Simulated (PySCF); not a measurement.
C2H7GeN, SMILES C=[CH][GeH2][NH2].

Coordinates come from a PBE0-D3(BJ)/def2-SVP optimisation. One conformer was computed; it need not be the lowest.

Computed with PBE/def2-TZVP run with PySCF.

The molecule is in vacuum.

The total energy is -2211.71144 hartree and the highest occupied level is -5.74 eV. The lowest empty level is -1.40 eV and the orbital gap comes out as 4.34 eV. The dipole moment is 1.53 D and the quadrupole, principal values (traceless, Buckingham form, about the centre of nuclear charge) is -4.63, 0.18, 4.45 D·Å. The mean static polarisability comes out as 64.7 bohr³ (9.59 Å³). The polarisability, principal values is 52.8, 58.1, 83.3 bohr³.
